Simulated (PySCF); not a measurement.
SMILES COC(=O)c1ccccc1[SiH3] (C₈H₁₀O₂Si) at its GFN2-xTB optimised geometry (Å):

```
21

C     -2.6653    -2.6607     0.0044
O     -2.0117    -1.3998     0.0019
C     -0.6777    -1.4332     0.0029
O     -0.0514    -2.4763     0.0060
C     -0.0285    -0.1204     0.0000
C     -0.7616     1.0647    -0.0020
C     -0.0964     2.2743    -0.0028
C      1.2913     2.2952    -0.0010
C      2.0081     1.1115     0.0000
C      1.3681    -0.1204     0.0000
Si     2.3250    -1.7556    -0.0029
H     -2.3735    -3.2417    -0.8728
H     -3.7316    -2.4494    -0.0133
H     -2.4003    -3.2239     0.9018
H     -1.8401     1.0248    -0.0028
H     -0.6532     3.1998    -0.0046
H      1.8130     3.2417    -0.0009
H      3.0879     1.1408     0.0008
H      3.7316    -1.2950    -0.0092
H      2.1518    -2.4870     1.2462
H      2.1405    -2.4878    -1.2501
```

Computed with PBE0/def2-SVP in PySCF. Cells within 0.4 Å of a nucleus heavier than hydrogen are left out (blank, or x).

Map of the electron localisation function on the plane z = 0.0 Å:

```
|000000000000000000000000000|
|000000000000000000000000000|
|000000000000000000000000000|
|000000000003200015300000000|
|000000000199920089970000000|
|000000000699970299991000000|
|000000000499981499980000000|
|000000000069957579810000000|
|000000000005xx9xx5200100000|
|000000058737837559569960000|
|00000039999x56127x299990000|
|00000039999xx5016xx99960000|
|000000017976975589568400000|
|0000000000043x76x4400000000|
|0000001675057x77x8715999500|
|000000189755982499449999900|
|00056006xx8xx40060x09999910|
|003999548763776113x48999800|
|0079999x54047x9510104887300|
|0069998xx3058x8403421111000|
|001898447404887201210000000|
|000011134200542000000000000|
|000000000000000000000000000|
|000000000000000000000000000|
|000000000000000000000000000|
|000000000000000000000000000|
|000000000000000000000000000|
```
Scale: ten equal steps from 0.000 (start of '0') to 1.000 (end of '9'), in the order '0123456789'; x runs from -6.00 to 6.00, y from -6.00 (bottom) to 6.00 (top).
